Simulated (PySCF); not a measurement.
Si(H)2(OH)(SMe) (CH₆OSSi), SMILES CS[SiH2]O. Atoms are numbered in the order given.

```xyz
10

Si     0.7923    -0.3996    -0.5447
O      2.1913    -0.3193     0.3487
S     -0.7128     0.7846     0.4057
C     -2.1947    -0.1881    -0.0209
H      0.2243    -1.7782    -0.6439
H      1.1655     0.0852    -1.8964
H      2.0985    -0.4653     1.2964
H     -2.3996    -0.1592    -1.1004
H     -2.0970    -1.2323     0.3086
H     -3.0401     0.2737     0.5071
```

Geometry: ωB97X-D3(BJ)/def2-SVP. This is a generated structure with no PubChem entry under its InChIKey; it may be hypothetical. One conformer was computed; it need not be the lowest.

All values below come from KT2/pcSseg-1 (PySCF).

GIAO shieldings, no solvent; atoms alike by connectivity are averaged. δ = σ(ref) − σ: ²⁹Si against TMS (σ = 361.9 ppm); ¹⁷O against H2O (σ = 330.4 ppm); ³³S against H2S (σ = 723.0 ppm); ¹³C against TMS (σ = 185.1 ppm); ¹H against TMS (σ = 31.47 ppm), references at their B3LYP-D3(BJ)/def2-TZVP geometries, non-relativistic.

Estimate the chemical shifts. (The exact figures need the calculation; the answer reports its results.)


| nucleus | atoms | count | δ (ppm) |
|---|---|---|---|
| ²⁹Si | Si1 | 1 | 6.2 |
| ¹⁷O | O2 | 1 | 49.0 |
| ³³S | S3 | 1 | 55.8 |
| ¹³C | C4 | 1 | 16.1 |
| ¹H | H5, H6 | 2 | 5.80 |
| ¹H | H8, H9, H10 | 3 | 2.11 |
| ¹H | H7 | 1 | 1.24 |
